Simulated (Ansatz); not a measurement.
Mulliken charges of `[SiH2]C#[C][GeH3]` radical from PBE/def2-TZVPP in Ansatz (PBE0-D4/def2-TZVP geometry).

```tsv
atom	x (Å)	y (Å)	z (Å)	charge (e)
Si1	0.082	2.337	-1.456	0.160
C2	0.032	0.807	-0.506	-0.233
C3	0.108	-0.236	0.119	-0.032
Ge4	0.202	-1.864	1.097	0.133
H5	-0.735	2.242	-2.691	-0.028
H6	-0.282	3.511	-0.625	-0.028
H7	1.629	-2.415	0.995	0.009
H8	-0.797	-2.856	0.490	0.010
H9	-0.153	-1.572	2.559	0.010
```

**Question.** By hand: the dipole of these point charges (1 e Å = 4.8032 D).

**Answer.** Σ q r = (0.063, -0.282, 0.159) e Å, of length 0.330 e Å = 1.59 D.

**Question.** How does the dipole of the full density compare? (Best estimate.)

**Answer.** Ansatz gave: (0.014, -0.115, 0.068) e Å, 0.65 D; the point charges give 2.45 times that, at 5° from its direction.

Point charges leave out the atoms' own dipoles, such as those of lone pairs, and Mulliken's split depends on the basis, so the two needn't agree.
